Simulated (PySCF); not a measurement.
# Dipole moment and polarisability across levels of theory

Compound: CH9BNP.
SMILES: `C[B@@H-]([NH3+])P`

PySCF, dipoles from the SCF density, polarisabilities from static response with core orbitals frozen. One conformer (not necessarily the lowest) at the PBE0-D3(BJ)/def2-SVP geometry, without solvent, vibrations or thermal averaging.

The anisotropy is √(½[(α1 − α2)² + (α2 − α3)² + (α3 − α1)²]).

```csv
level,μ (D),α (Å³),anisotropy (Å³)
HF/def2-SVPD,5.334,9.84,1.79
PBE0/6-31+G*,5.288,9.78,2.26
PBE0/aug-cc-pVDZ,5.116,10.94,2.34
PBE0/def2-TZVP,5.207,10.00,2.29
PBE0/def2-TZVPD,5.129,10.86,2.31
```

The dipole runs from 5.12 D (PBE0/aug-cc-pVDZ) to 5.33 D (HF/def2-SVPD). No reference polarisability is at hand; against PBE0 in the largest diffuse basis at hand (def2-TZVPD) the other PBE0 rows deviate by 6-31+G* -10%, aug-cc-pVDZ +1%, def2-TZVP -8%. With PBE0 the polarisability is 10.00 Å³ without diffuse functions (def2-TZVP) and 10.53 Å³ with them (mean of 6-31+G*, aug-cc-pVDZ and def2-TZVPD).

Without π bonds the low states are Rydberg-like; a valence basis with one diffuse set may place them up to an eV too high.
